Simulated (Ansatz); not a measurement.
One change: `C=C(Br)OC` becomes `C=C([SiH3])Br`.

Ansatz, PBE0-D4/def2-TZVP geometries, multiplicity 1. Each molecule was computed in one conformer, which needn't be the lowest.

Scalar relativity is left out up to krypton.

| property | `C=C(Br)OC` |
| --- | --- |
| HOMO–LUMO gap (PBE/def2-TZVPP) / eV | 4.89 |
| HOMO–LUMO gap (ωB97M-V/def2-TZVPP) / eV | 11.36 |
| LUMO energy (PBE0/def2-TZVPP) / eV | -0.02 |
| HOMO energy (PBE/def2-TZVPP) / eV | -5.91 |
| HOMO energy (ωB97M-V/def2-TZVPP) / eV | -9.28 |
| HOMO–LUMO gap (B3LYP/def2-TZVPP) / eV | 6.58 |

Problem. Give the same properties after the change, and the shifts. (Best estimate.)

Solution. Ansatz gave: 
```json
{"property": "HOMO–LUMO gap (PBE/def2-TZVPP) / eV", "`C=C([SiH3])Br`": "4.61", "shift": "-0.28"}
{"property": "HOMO–LUMO gap (ωB97M-V/def2-TZVPP) / eV", "`C=C([SiH3])Br`": "10.97", "shift": "-0.39"}
{"property": "LUMO energy (PBE0/def2-TZVPP) / eV", "`C=C([SiH3])Br`": "-0.86", "shift": "-0.84"}
{"property": "HOMO energy (PBE/def2-TZVPP) / eV", "`C=C([SiH3])Br`": "-6.43", "shift": "-0.52"}
{"property": "HOMO energy (ωB97M-V/def2-TZVPP) / eV", "`C=C([SiH3])Br`": "-9.72", "shift": "-0.44"}
{"property": "HOMO–LUMO gap (B3LYP/def2-TZVPP) / eV", "`C=C([SiH3])Br`": "6.26", "shift": "-0.32"}
```

With PBE0 the HOMO falls by 0.48 eV and the LUMO falls by 0.84 eV, so the gap narrows by about 0.36 eV. PBE moves the HOMO by -0.52 eV and ωB97M-V by -0.44 eV.

B3LYP here is the variant with VWN-RPA as its local correlation; programs differ in this.

Spin–orbit coupling is left out; it splits and shifts lone-pair levels of the heavy atoms by tenths of an eV.
